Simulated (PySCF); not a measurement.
**Distorted geometries of [ReOCl6]−**

[ReOCl6]− (singlet). PySCF 2.14.0, RKS TPSS, Re def2-SVP with ECP60, O def2-SVP, Cl def2-SVP; non-relativistic Hamiltonian with scalar-relativistic core potentials where named; density fitting; no spin-orbit coupling. Relaxed geometry:

```xyz
8

Re    0.0000    0.0000    0.1854
O     0.0000    0.0000    1.8933
Cl    0.0000    0.0000   -2.2109
Cl    2.4529    0.0000    0.0901
Cl    0.7580    2.3328    0.0901
Cl   -1.9844    1.4418    0.0901
Cl   -1.9844   -1.4417    0.0901
Cl    0.7580   -2.3328    0.0901
```

Order these distorted geometries by energy above the relaxed one, lowest first.
A.
```xyz
8

Re   -0.0108   -0.0492    0.2108
O     0.0315    0.0135    1.8433
Cl   -0.0390    0.0503   -2.1735
Cl    2.4886    0.0805    0.1096
Cl    0.7274    2.3009    0.0140
Cl   -1.9911    1.4933    0.1557
Cl   -2.0241   -1.5081    0.0074
Cl    0.8176   -2.3813    0.1509
```
B.
```xyz
8

Re    0.0810   -0.0642    0.1685
O     0.0110   -0.0141    1.7407
Cl    0.0528   -0.0646   -2.1180
Cl    2.4428    0.0364    0.1045
Cl    0.8245    2.3492    0.0009
Cl   -1.8640    1.2757    0.0987
Cl   -1.9515   -1.3850    0.1585
Cl    0.4033   -2.1333    0.1644
```
C.
```xyz
8

Re   -0.3045   -0.0589    0.2362
O     0.0299    0.1841    2.1121
Cl    0.2093    0.0745   -2.2550
Cl    2.3234   -0.1103    0.2090
Cl    0.7826    2.3306   -0.1658
Cl   -1.9466    1.3964    0.2065
Cl   -1.8861   -1.4684   -0.1219
Cl    0.7920   -2.3479    0.0971
```

A (0.27 eV), C (2.13 eV), B (2.38 eV).

Which forces (eV/Å) act in the one that lies 0.27 eV up?


```
Re  -0.11 -0.05 -4.64
O   -0.06  0.12  4.36
Cl   0.08 -0.17 -0.24
Cl  -0.29 -0.46  0.03
Cl   0.06  0.21  0.15
Cl  -0.01 -0.63  0.14
Cl   0.52  0.45  0.22
Cl  -0.18  0.51 -0.01
```
Forces carry noise of the integration grid, about 0.01 to 0.03 eV/Å.

No frequency check is given that shows the relaxed geometry to be a minimum. The gap of the closed shell is small, and it wasn't tested for a lower spin-broken solution at this geometry.
